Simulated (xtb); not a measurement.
Calculation: GFN2-xTB run with xtb.

```
xtb start.xyz --ohess tight --gfn 2 --chrg 0 --uhf 0 --iterations 400

# start.xyz
11

N      1.097498     1.035047    -0.488260
Si    -0.251735     0.066008    -0.003317
N      0.419197    -1.444583     0.519975
O     -1.103074     0.911592     1.113928
O     -1.324131    -0.248996    -1.186558
H      0.866509     1.901753    -0.957089
H      1.789540     0.557297    -1.052846
H     -0.239594    -2.075059     0.970293
H      1.233950    -1.380807     1.101994
H     -0.758489     1.773233     1.400402
H     -1.632461    -1.128591    -1.334183
```

Output:

```
[...]
         ::.................................................::
         :: SCC energy               -19.052620876243 Eh    ::
         :: -> isotropic ES            0.094492333942 Eh    ::
         :: -> anisotropic ES          0.001391264802 Eh    ::
         :: -> anisotropic XC          0.003496129276 Eh    ::
         :: -> dispersion             -0.006046840085 Eh    ::
         :: repulsion energy           0.170253686475 Eh    ::
         :: add. restraining           0.000000000000 Eh    ::
         :: total charge              -0.000000000000 e     ::
         :::::::::::::::::::::::::::::::::::::::::::::::::::::

           -------------------------------------------------
          |                Numerical Hessian                |
           -------------------------------------------------
step length          :   0.00500
SCC accuracy         :   0.30000
Hessian scale factor :   1.00000
frozen atoms in %    :   0.00000    0
RMS gradient         :   0.00025
estimated CPU  time      0.00 min
estimated wall time      0.00 min

writing file <hessian>.

 projected vibrational frequencies (cm⁻¹)
eigval :       -0.00    -0.00    -0.00     0.00     0.00     0.00
eigval :      113.63   140.38   199.16   221.43   231.04   276.80
eigval :      288.75   297.33   311.61   453.18   632.30   748.53
eigval :      798.99   825.13   834.86   843.91   900.98   940.40
eigval :      972.89  1525.11  1532.19  3483.95  3506.06  3523.14
eigval :     3543.71  3684.40  3710.35
           -------------------------------------------------
          |                Property Printout                |
           -------------------------------------------------

    * Orbital Energies and Occupations

         #    Occupation            Energy/Eh            Energy/eV
      -------------------------------------------------------------
         1        2.0000           -0.7692364             -20.9320
       ...           ...                  ...                  ...
         4        2.0000           -0.5728977             -15.5893
         5        2.0000           -0.5643119             -15.3557
         6        2.0000           -0.5517546             -15.0140
         7        2.0000           -0.5201026             -14.1527
         8        2.0000           -0.4996256             -13.5955
         9        2.0000           -0.4971099             -13.5270
        10        2.0000           -0.4711633             -12.8210
        11        2.0000           -0.4656721             -12.6716
        12        2.0000           -0.4577192             -12.4552
        13        2.0000           -0.4460197             -12.1368
        14        2.0000           -0.4287864             -11.6679
        15        2.0000           -0.3788611             -10.3093
        16        2.0000           -0.3694526             -10.0533 (HOMO)
        17                         -0.0676228              -1.8401 (LUMO)
        18                         -0.0599946              -1.6325
        19                         -0.0516352              -1.4051
        20                          0.0261807               0.7124
        21                          0.1035980               2.8190
        22                          0.1126924               3.0665
        23                          0.1496598               4.0725
        24                          0.1766334               4.8064
        25                          0.2321702               6.3177
        26                          0.2405810               6.5465
        27                          0.2741867               7.4610
       ...                                ...                  ...
        31                          0.8202369              22.3198
      -------------------------------------------------------------
                  HL-Gap            0.3018297 Eh            8.2132 eV
             Fermi-level           -0.2185377 Eh           -5.9467 eV

     #   Z          covCN         q      C6AA      α(0)
     1   7 N        2.541    -0.424    31.084     8.280
     2  14 Si       3.192     0.622   136.862    24.649
     3   7 N        2.541    -0.421    30.986     8.267
     4   8 O        1.575    -0.503    23.003     6.472
     5   8 O        1.576    -0.482    22.565     6.410
     6   1 H        0.861     0.150     1.401     1.854
     7   1 H        0.861     0.154     1.377     1.838
     8   1 H        0.861     0.150     1.403     1.855
     9   1 H        0.861     0.149     1.408     1.859
    10   1 H        0.811     0.298     0.727     1.339
    11   1 H        0.812     0.308     0.697     1.311

 Mol. C6AA /au·bohr⁶  :       1461.567885
 Mol. C8AA /au·bohr⁸  :      45280.345451
 Mol. α(0) /au        :         64.134048

Wiberg/Mayer (AO) data.
largest (>0.10) Wiberg bond orders for each atom

 ---------------------------------------------------------------------------
     #   Z sym  total        # sym  WBO       # sym  WBO       # sym  WBO
 ---------------------------------------------------------------------------
     1   7 N    3.143 --     2 Si   1.057     7 H    0.972     6 H    0.970
     2  14 Si   4.333 --     5 O    1.119     4 O    1.076     1 N    1.057
                             3 N    1.057
     3   7 N    3.151 --     2 Si   1.057     9 H    0.973     8 H    0.971
     4   8 O    2.123 --     2 Si   1.076    10 H    0.899
     5   8 O    2.146 --     2 Si   1.119    11 H    0.890
     6   1 H    0.977 --     1 N    0.970
     7   1 H    0.976 --     1 N    0.972
     8   1 H    0.978 --     3 N    0.971
     9   1 H    0.978 --     3 N    0.973
    10   1 H    0.911 --     4 O    0.899
    11   1 H    0.905 --     5 O    0.890
 ---------------------------------------------------------------------------

Topologies differ in total number of bonds
Writing topology from bond orders to xtbtopo.mol

molecular dipole:
                 x           y           z       tot (Debye)
 q only:        0.086       0.112       0.438
   full:       -0.025       0.176       0.572       1.522
molecular quadrupole (traceless):
                xx          xy          yy          xz          yz          zz
 q only:        0.106       1.551       0.224       0.459      -0.795      -0.330
  q+dip:       -0.329       2.045       0.327       0.150      -2.497       0.002
Molecule has no symmetry elements
It seems to be the C1 point group
   full:       -0.258       2.293       0.173       0.123      -2.472       0.085

           -------------------------------------------------
          |                Geometry Summary                 |
           -------------------------------------------------

      molecular mass/u    :       94.1453595
   center of mass at/Å    :       -0.2094159       0.0174334      -0.0847245
  moments of inertia/u·Å² :        0.1263906E+03   0.1323302E+03   0.1446754E+03
rotational constants/cm⁻¹ :        0.1333772E+00   0.1273906E+00   0.1165203E+00

 * 10 selected distances

     #   Z          #   Z                                           value/Å
     1   7 N        2  14 Si                                      1.7261302 (max)
     2  14 Si       3   7 N                                       1.7242082
     2  14 Si       4   8 O                                       1.6433876
     2  14 Si       5   8 O                                       1.6277628
     1   7 N        6   1 H                                       1.0076900
     1   7 N        7   1 H                                       1.0061756
     3   7 N        8   1 H                                       1.0051970
     3   7 N        9   1 H                                       1.0045357
     4   8 O       10   1 H                                       0.9519151 (min)
     5   8 O       11   1 H                                       0.9531414

 * 4 distinct bonds (by element types)

   Z      Z             #   av. dist./Å        max./Å        min./Å
   1 H    7 N           4     1.0058996     1.0076900     1.0045357
   1 H    8 O           2     0.9525283     0.9531414     0.9519151
   7 N   14 Si          2     1.7251692     1.7261302     1.7242082
   8 O   14 Si          2     1.6355752     1.6433876     1.6277628

           -------------------------------------------------
          |               Frequency Printout                |
           -------------------------------------------------
 projected vibrational frequencies (cm⁻¹)
eigval :       -0.00    -0.00    -0.00     0.00     0.00     0.00
eigval :      113.63   140.38   199.16   221.43   231.04   276.80
eigval :      288.75   297.33   311.61   453.18   632.30   748.53
eigval :      798.99   825.13   834.86   843.91   900.98   940.40
eigval :      972.89  1525.11  1532.19  3483.95  3506.06  3523.14
eigval :     3543.71  3684.40  3710.35
 reduced masses (amu)
   1: 15.82   2: 16.54   3: 15.01   4: 16.06   5: 12.57   6: 16.40   7:  7.36   8:  2.79
   9:  2.00  10:  7.64  11:  9.69  12: 15.60  13: 12.27  14: 15.97  15:  6.44  16:  4.23
  17:  4.37  18: 14.11  19:  3.64  20:  6.74  21:  3.40  22:  6.11  23: 16.60  24: 17.47
  25: 17.75  26:  2.46  27:  2.35  28:  1.61  29:  1.55  30:  2.03  31:  2.10  32:  1.88
  33:  1.88
 IR intensities (km·mol⁻¹)
   1:  0.16   2:  0.21   3:  0.29   4:  0.12   5:  0.47   6:  0.24   7: 46.86   8: 39.06
   9:  3.27  10:  4.34  11: 27.85  12: 14.62  13: 51.47  14: 27.66  15:167.72  16:219.11
  17:193.48  18: 27.18  19: 22.86  20: 56.17  21: 54.25  22:214.23  23:380.68  24:321.36
  25:404.27  26: 69.90  27: 37.97  28:  1.19  29:  0.47  30:  1.78  31:  2.61  32: 21.31
  33: 15.20
 Raman intensities (Ä⁴*amu⁻¹)
   1:  0.00   2:  0.00   3:  0.00   4:  0.00   5:  0.00   6:  0.00   7:  0.00   8:  0.00
   9:  0.00  10:  0.00  11:  0.00  12:  0.00  13:  0.00  14:  0.00  15:  0.00  16:  0.00
  17:  0.00  18:  0.00  19:  0.00  20:  0.00  21:  0.00  22:  0.00  23:  0.00  24:  0.00
  25:  0.00  26:  0.00  27:  0.00  28:  0.00  29:  0.00  30:  0.00  31:  0.00  32:  0.00
  33:  0.00
 output can be read by thermo (or use thermo option).
 writing <g98.out> molden fake output.
 recommended (thermochemical) frequency scaling factor: 1.0
           -------------------------------------------------
          |             Thermodynamic Functions             |
           -------------------------------------------------

c1  symmetry found (for desy threshold:  0.10E+00) used in thermo

          ...................................................
          :                      SETUP                      :
          :.................................................:
          :  # frequencies                          27      :
          :  # imaginary freq.                       0      :
          :  linear?                             false      :
          :  only rotor calc.                    false      :
          :  symmetry                               c1      :
          :  rotational number                       1      :
          :  scaling factor                  1.0000000      :
          :  rotor cutoff                   50.0000000 cm⁻¹ :
          :  imag. cutoff                  -20.0000000 cm⁻¹ :
          :.................................................:

    mode    ω/cm⁻¹     T·S(HO)/kcal·mol⁻¹    T·S(FR)/kcal·mol⁻¹   T·S(vib)
   ------------------------------------------------------------------------
       1    113.63    -0.95584 ( 96.39%)    -0.81303 (  3.61%)    -0.95068
       2    140.38    -0.83444 ( 98.42%)    -0.75047 (  1.58%)    -0.83311
       3    199.16    -0.63829 ( 99.60%)    -0.64693 (  0.40%)    -0.63833
       4    221.43    -0.58061 ( 99.74%)    -0.61555 (  0.26%)    -0.58070
       5    231.04    -0.55780 ( 99.78%)    -0.60297 (  0.22%)    -0.55790
       6    276.80    -0.46313 ( 99.89%)    -0.54946 (  0.11%)    -0.46323
       7    288.75    -0.44165 ( 99.91%)    -0.53695 (  0.09%)    -0.44174
       8    297.33    -0.42692 ( 99.92%)    -0.52828 (  0.08%)    -0.42700
   ------------------------------------------------------------------------

   temp. (K)  partition function   enthalpy   heat capacity  entropy
                                   cal/mol     cal/K/mol   cal/K/mol   J/K/mol
 298.15  VIB   73.0                 3527.105     22.963     20.336
         ROT  0.119E+06              888.752      2.981     26.203
         INT  0.867E+07             4415.858     25.944     46.539
         TR   0.884E+27             1481.254      4.968     39.520
         TOT                        5897.1116    30.9121    86.0593   360.0721

       T/K    H(0)-H(T)+PV         H(T)/Eh          T*S/Eh         G(T)/Eh
   ------------------------------------------------------------------------
    298.15    0.939765E-02    0.880860E-01    0.408895E-01    0.471964E-01
   ------------------------------------------------------------------------

         :::::::::::::::::::::::::::::::::::::::::::::::::::::
         ::                  THERMODYNAMIC                  ::
         :::::::::::::::::::::::::::::::::::::::::::::::::::::
         :: total free energy         -18.835170744351 Eh   ::
         ::.................................................::
         :: total energy              -18.882367189776 Eh   ::
         :: zero point energy           0.078688344818 Eh   ::
         :: G(RRHO) w/o ZPVE           -0.031491899393 Eh   ::
         :: G(RRHO) contrib.            0.047196445424 Eh   ::
         :::::::::::::::::::::::::::::::::::::::::::::::::::::

optimized geometry written to: xtbopt.xyz

           -------------------------------------------------
          | TOTAL ENERGY              -18.882367189776 Eh   |
          | TOTAL ENTHALPY            -18.794281199437 Eh   |
          | TOTAL FREE ENERGY         -18.835170744351 Eh   |
          | GRADIENT NORM               0.000250264519 Eh/α |
          | HOMO-LUMO GAP               8.213204830784 eV   |
           -------------------------------------------------

------------------------------------------------------------------------
```

Cost: very roughly 0.4 core-seconds.
